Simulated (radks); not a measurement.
Q: Neutral antimony, [Kr] 4d10 5s2 5p3. Method: non-relativistic Kohn-Sham, exchange-only LDA, spin-polarised, spherical densities, point nucleus; computed with a radial shooting solver on a logarithmic mesh with Libxc functionals. Every spin shell is full or empty, so the densities are truly spherical. Functionals are evaluated on that one density, not self-consistently. Rank these orbital-free kinetic functionals by their error against the exact value of the orbitals, and give that value: Thomas-Fermi, von Weizsacker, TF + vW, TF + vW/9, TF + vW/5, APBEK, revAPBEK, Perdew 92, Thakkar, Pearson, DePristo-Kress, Ernzerhof.

A: Exact: 6305.57 hartree. From best to worst, with 100 (|E| - |E exact|)/|E exact| (equal figures are ties): DePristo-Kress -0.10, APBEK +0.12, revAPBEK +0.29, Ernzerhof -0.41, Thakkar -0.58, Perdew 92 -0.67, TF + vW/9 -0.68, Pearson -0.91, TF + vW/5 +2.99, Thomas-Fermi -5.26, TF + vW +35.99, von Weizsacker -58.75.
